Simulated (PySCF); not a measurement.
H9NSi4.

```xyz
14

N      1.6386    -0.3799     0.0572
Si     1.2808     1.3348     0.1653
Si    -1.0755     1.4567     0.0544
Si    -1.6005    -0.8372    -0.1380
Si     0.5722    -1.7635    -0.1103
H      2.6320    -0.6104     0.0944
H      1.9270     2.0979    -0.9484
H      1.8059     1.9199     1.4390
H     -1.5314     2.2402    -1.1319
H     -1.6553     2.0665     1.2878
H     -2.3169    -1.1478    -1.4106
H     -2.4217    -1.3245     1.0098
H      0.8627    -2.5282    -1.3638
H      0.7500    -2.7255     1.0224
```

The structure is a stationary point at B3LYP-D3(BJ)/def2-SVP. A frequency run showed that this geometry is not a minimum. This is a generated structure with no PubChem entry under its InChIKey; it may be hypothetical.

Computed with PBE0/pcSseg-1 (PySCF). Non-relativistic, no solvent.

Problem. Give the absolute GIAO shielding of each atom: isotropic value and principal components (ppm). (Estimate from the structure and the level; the computed values follow.)

Solution. 
| atom | σ(iso) | σ11 | σ22 | σ33 | span |
|---|---|---|---|---|---|
| N1 | 261.5 | 208.8 | 251.9 | 323.6 | 114.8 |
| Si2 | 388.5 | 326.0 | 363.6 | 475.8 | 149.8 |
| Si3 | 472.2 | 464.3 | 472.2 | 480.1 | 15.8 |
| Si4 | 472.2 | 464.3 | 472.2 | 480.1 | 15.8 |
| Si5 | 388.5 | 326.0 | 363.6 | 475.8 | 149.8 |
| H6 | 31.8 | 20.9 | 29.4 | 45.1 | 24.2 |
| H7 | 26.3 | 22.3 | 24.2 | 32.3 | 10.0 |
| H8 | 26.3 | 22.3 | 24.2 | 32.3 | 10.0 |
| H9 | 27.8 | 24.2 | 24.8 | 34.4 | 10.2 |
| H10 | 27.8 | 24.2 | 24.8 | 34.4 | 10.2 |
| H11 | 27.8 | 24.2 | 24.8 | 34.4 | 10.2 |
| H12 | 27.8 | 24.2 | 24.8 | 34.4 | 10.2 |
| H13 | 26.3 | 22.3 | 24.2 | 32.3 | 10.0 |
| H14 | 26.3 | 22.3 | 24.2 | 32.3 | 10.0 |
